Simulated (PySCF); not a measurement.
Energy of Xe+ (xenon, charge +1) between two integer charges

The 5p beta orbital of [Kr] 4d10 5s2 5p5 is emptied in steps (occupation f), with all orbitals relaxed, ending at [Kr] 4d10 5s2 5p4. Calculation: PySCF 2.14, in def2-SVP with the def2 core potential (28 electrons) (6s5p3d2f, 50 functions); a scalar-relativistic core potential. The exact energy is a straight line in f; departures are measured from the line between the end points of the same method.

Task: Among UHF, LDA, PBE, PBE0, r2SCAN, LC-wPBE, BHandHLYP, wB97X, MN15, CAM-B3LYP, which shows the largest delocalisation error (convex curve), and which is closest to linear?

Result: Most convex: LDA (-1.118 eV at f = 0.4); closest to linear: LC-wPBE (-0.093 eV).

```json
{"f": "1", "UHF (eV)": "0.000", "LDA (eV)": "0.000", "PBE (eV)": "0.000", "PBE0 (eV)": "0.000", "r2SCAN (eV)": "0.000", "LC-wPBE (eV)": "0.000", "BHandHLYP (eV)": "0.000", "wB97X (eV)": "0.000", "MN15 (eV)": "0.000", "CAM-B3LYP (eV)": "0.000"}
{"f": "0.8", "UHF (eV)": "0.124", "LDA (eV)": "-0.743", "PBE (eV)": "-0.716", "PBE0 (eV)": "-0.510", "r2SCAN (eV)": "-0.665", "LC-wPBE (eV)": "-0.065", "BHandHLYP (eV)": "-0.322", "wB97X (eV)": "-0.147", "MN15 (eV)": "-0.387", "CAM-B3LYP (eV)": "-0.309"}
{"f": "0.6", "UHF (eV)": "0.182", "LDA (eV)": "-1.117", "PBE (eV)": "-1.074", "PBE0 (eV)": "-0.764", "r2SCAN (eV)": "-0.987", "LC-wPBE (eV)": "-0.096", "BHandHLYP (eV)": "-0.485", "wB97X (eV)": "-0.231", "MN15 (eV)": "-0.580", "CAM-B3LYP (eV)": "-0.465"}
{"f": "0.4", "UHF (eV)": "0.179", "LDA (eV)": "-1.118", "PBE (eV)": "-1.073", "PBE0 (eV)": "-0.762", "r2SCAN (eV)": "-0.973", "LC-wPBE (eV)": "-0.093", "BHandHLYP (eV)": "-0.489", "wB97X (eV)": "-0.244", "MN15 (eV)": "-0.579", "CAM-B3LYP (eV)": "-0.468"}
{"f": "0.2", "UHF (eV)": "0.117", "LDA (eV)": "-0.746", "PBE (eV)": "-0.715", "PBE0 (eV)": "-0.506", "r2SCAN (eV)": "-0.639", "LC-wPBE (eV)": "-0.060", "BHandHLYP (eV)": "-0.329", "wB97X (eV)": "-0.175", "MN15 (eV)": "-0.385", "CAM-B3LYP (eV)": "-0.314"}
{"f": "0", "UHF (eV)": "0.000", "LDA (eV)": "0.000", "PBE (eV)": "0.000", "PBE0 (eV)": "0.000", "r2SCAN (eV)": "0.000", "LC-wPBE (eV)": "0.000", "BHandHLYP (eV)": "0.000", "wB97X (eV)": "0.000", "MN15 (eV)": "0.000", "CAM-B3LYP (eV)": "0.000"}
```

```
   method  E(f=0) − E(f=1) (eV)  −ε at f=1 (eV)  −ε at f=0.4 (eV)
      UHF                20.077          20.868            19.912
      LDA                21.363          16.732            22.289
      PBE                21.053          16.577            21.954
     PBE0                21.105          17.914            21.751
   r2SCAN                21.119          16.927            22.007
  LC-wPBE                21.174          20.762            21.265
BHandHLYP                21.073          19.072            21.461
    wB97X                21.146          20.262            21.272
     MN15                20.896          18.471            21.383
CAM-B3LYP                21.217          19.296            21.594
```

Reference removal energy between the ground levels: 20.975 eV (semi-empirical (NIST evaluation); NIST Atomic Spectra Database, ionization energies). The calculation has no spin-orbit coupling. UHF lacks correlation.
